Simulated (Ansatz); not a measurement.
`Cc1cccc(C(=O)O)c1` → `COC(=O)c1ccccc1`  (isomerisation)

Program: Ansatz. Geometries: PBE0-D4/def2-TZVP. ΔE: electronic, gas phase. CBS: MP2 limit from def2 TZ/QZ plus the TZ coupled-cluster correction, frozen cores. DFT in def2-TZVPP. HSE06 is defined as in plane-wave codes. One conformer a species, not always the lowest.

| level | ΔE (kJ/mol) |
| --- | --- |
| HSE06-D4 | 54.6 |
| MP2/def2-TZVPP | 58.0 |

Q: What does CCSD(T)/CBS give? (Best estimate.)

A: The calculation gave: +51.8 kJ/mol. The listed levels differ from it by 2.8, 6.2 kJ/mol.

Largest T1 diagnostic among the species: 0.013.

Leaving LDA and LC-ωPBE aside and taking each functional with its dispersion term where it has one, the values, not all of them listed here, spread over 8.7 kJ/mol, from BLYP-D4 to PBE-QIDH. LDA lies +3.8 kJ/mol from PBE without D4. In def2-TZVPP, CCSD(T) changes the Hartree–Fock value by +10.6 kJ/mol (the triples alone add +0.7 kJ/mol) and MP2 by +17.9 kJ/mol.

CCSD(T)/CBS has its own doubt, a few kJ/mol and more with outer-core shells, so smaller differences from it don't rank the levels.
